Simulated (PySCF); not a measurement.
Series: cyclic III–V and III–VI dimers. All species are isolated molecules in the gas phase. Strings in code marks are SMILES.

Calculation: CAM-B3LYP-D3(BJ)/def2-TZVP // CAM-B3LYP-D3(BJ)/def2-SVP run with PySCF 2.14.0. All candidates: neutral, multiplicity 1. Delta-SCF ions had no search for a lower state. 

| Quantity | Result |
|---|---|
| vertical ionisation energy (Delta-SCF) | 9.99 eV |
| HOMO–LUMO gap | 9.88 eV |
| HOMO | -9.23 eV |

Which member has these values?
A) `[NH2+]1[GaH2-][NH2+][GaH2-]1`
B) `[GaH2-]1[SeH+][GaH2-][SeH+]1`
C) `[InH2-]1[SbH2+][InH2-][SbH2+]1`
D) `[BH2-]1[OH+][BH2-][OH+]1`

A, `[NH2+]1[GaH2-][NH2+][GaH2-]1`. The others give `[InH2-]1[SbH2+][InH2-][SbH2+]1`: 8.51 eV, 7.59 eV, -7.94 eV; `[GaH2-]1[SeH+][GaH2-][SeH+]1`: 9.65 eV, 9.23 eV, -8.94 eV; `[BH2-]1[OH+][BH2-][OH+]1`: 10.52 eV, 10.51 eV, -9.45 eV
